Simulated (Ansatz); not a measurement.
Basis sets compared for the cluster Ag2Cl2⁺. The state is a doublet with charge 1. Geometry r2SCAN-D4/def2-SVP. Ansatz on 4 threads of Arm Neoverse N1 on a shared host; times are rough, and most runs start from earlier orbitals.

```xyz
4

Ag   -0.743    1.352    0.417
Ag    0.741   -1.353   -0.418
Cl   -0.749   -0.859    1.452
Cl    0.750    0.860   -1.451
```

In the def2 sets Ag takes a core potential; there is no spin–orbit coupling. The structure comes from a short search, and lower isomers may exist.

```
           level  functions  energy (Eh)  HOMO (eV)  LUMO (eV)  wall time
 PBE-D4/def2-SVP         98   -1213.4680     -12.21     -11.65      3.1 s
PBE0-D4/def2-SVP         98   -1213.5041     -13.65     -11.08      4.3 s
```

Q: Estimate the rows for PBE-D4/def2-TZVP, PBE0-D4/def2-TZVP.

A: 
| level | functions | energy (Eh) | HOMO (eV) | LUMO (eV) | wall time |
| --- | --- | --- | --- | --- | --- |
| PBE-D4/def2-TZVP | 154 | -1213.8574 | -12.14 | -11.57 | 4.8 s |
| PBE0-D4/def2-TZVP | 154 | -1213.8868 | -13.56 | -10.98 | 7.5 s |
